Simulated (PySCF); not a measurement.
C₃HBrF₂, SMILES FC(F)=C=CBr. The structure is a stationary point at PBE-D3(BJ)/def2-SVP.

Computed with PySCF with PBE-D3(BJ)/def2-SVP.

Harmonic wavenumbers (cm⁻¹): 83, 103, 240, 324, 521, 572, 581, 632, 780, 824, 1151, 1254, 1429, 2045, 3112. Rotational constants (GHz): 7.425, 0.7498, 0.7260; symmetry number 1.

Question: Work out the zero-point energy and the ideal-gas rigid-rotor harmonic-oscillator thermochemistry at 298.15 K and 1 atm.

Answer: ZPE = ½ Σ hcν = ½ × 13652 cm⁻¹ = 81.66 kJ/mol. H − E(el) = 100.20 kJ/mol. Entropy in J/(mol K): translation 171.64, rotation 120.36, vibration 53.66, total 345.65. G − E(el) = -2.86 kJ/mol. Cp = 89.56 J/(mol K). Modes under 150 cm⁻¹ make the vibrational entropy uncertain.
